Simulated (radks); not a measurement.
Results of a calculation; reference values are marked as such.
Coulomb parameter of the 5d shell of the tungsten ion W3+ in the model configuration [Xe] 4f14 5d2 6s1, as a second difference U = [E(n + 1) + E(n - 1) - 2 E(n)] / (1)^2 with all orbitals relaxed. "Bare": the charge of the atom changes with n. "Screened": the 6s shell takes up the change at fixed total charge, which measures U(5d,5d) + U(6s,6s) - 2 U(5d,6s). Code: a radial shooting solver on a logarithmic mesh with Libxc functionals. Model: Dirac Kohn-Sham, PBE, spin-unpolarised, spherical densities, point nucleus; open shells are shared between the two j in proportion to 2j + 1.

case             configuration  E - E(n) (eV)
start        [Xe] 4f14 5d2 6s1          0.000
bare +1      [Xe] 4f14 5d3 6s1        -27.609
bare -1      [Xe] 4f14 5d1 6s1         39.715
screened +1      [Xe] 4f14 5d3         -3.260
screened -1  [Xe] 4f14 5d1 6s2          4.244

U(bare) = 12.106 eV, U(screened by 6s) = 0.984 eV.
